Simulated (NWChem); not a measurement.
System: BF cation, doublet

All runs: NWChem. Spin-unrestricted. No stability test was run on the SCF state. Each level has its own optimisation; frequencies are unscaled.

### Question
Order these runs by computing time, cheapest first, and give rough ratios: B3LYP/STO-3G; B3LYP/def2-TZVPD; B3LYP/def2-SVPD.

### Answer
B3LYP/STO-3G (1), B3LYP/def2-SVPD (6), B3LYP/def2-TZVPD (20). Ratios are rough, from one shared machine; the cheapest took around 2.9 core-seconds (rough). What differs between the cheapest and the dearest: r B–F (Å) 1.250 → 1.215; highest harmonic frequency (cm⁻¹) 1686 → 1687.
